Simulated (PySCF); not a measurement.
# Assignment exercise: C₈H₁₄

Numbering as in the mapped SMILES `[CH2:1]1[CH2:2][CH2:3][C:4]2([CH2:5][CH2:6]1)[CH2:7][CH2:8]2` (H(Xn): hydrogen on atom n).

- GIAO PBE0/pcSseg-1 shieldings
- geometry from PBE0-D3(BJ)/def2-SVP
- program: PySCF 2.14.0 with density-fitted response routines
- single conformer, averaged over atoms made equivalent by symmetry, fast rotation or ring inversion, non-relativistic, in vacuum

Scale: TMS for ¹³C and ¹H (reference shieldings calculated alike).

Problem. Assign these signals to the numbered atoms. ¹³C{¹H} NMR (computed): δ 38.1 (CH2), 28.6 (CH2), 27.7 (CH2), 18.2 (C), 14.6 (CH2).

Solution. 
38.1 → C3/C5, sp3 CH2 in a ring: a saturated carbon with 2 carbon neighbours and no heteroatom attached
28.6 → C1, sp3 CH2 in a ring
27.7 → C2/C6, sp3 CH2 in a ring
18.2 → C4, three-membered-ring carbon: carbons of three-membered rings are unusually shielded
14.6 → C7/C8, three-membered-ring carbon

C1 and C2/C6 lie closer than the usual error of such a calculation, so a measured spectrum could show them in the other order.

Problem. Assign these signals to the numbered atoms. ¹H NMR (400 MHz, computed): δ 1.44 (m, 4H), 1.39 (m, 2H), 1.11 (m, 4H), 0.21 (s, 4H).

Solution. 
1.44 → H(C2)/H(C6), hydrogen on an sp3 CH2 in a ring: far from electronegative atoms and π systems
1.39 → H(C1), hydrogen on an sp3 CH2 in a ring
1.11 → H(C3)/H(C5), hydrogen on an sp3 CH2 in a ring
0.21 → H(C7)/H(C8), hydrogen on a three-membered-ring carbon: cyclopropane-type protons are shielded by the ring

H(C2)/H(C6) and H(C1) lie closer than the usual error of such a calculation, so a measured spectrum could show them in the other order.

Shifts are as computed. Against solution values, carbons near 30 ppm lie about +2 ppm off and those near 130 ppm about +5 ppm. Of 1211 compounds with measured shifts, 218 miss one by over three times the rms of a fit or turn the order of signals round; such compounds aren't used in these exercises. No couplings were computed; multiplicities are counted from neighbouring protons, with m where these are inequivalent, close in shift, in a saturated or five-membered ring or joined by F or P, and br s for small geminal =CH2 splittings.
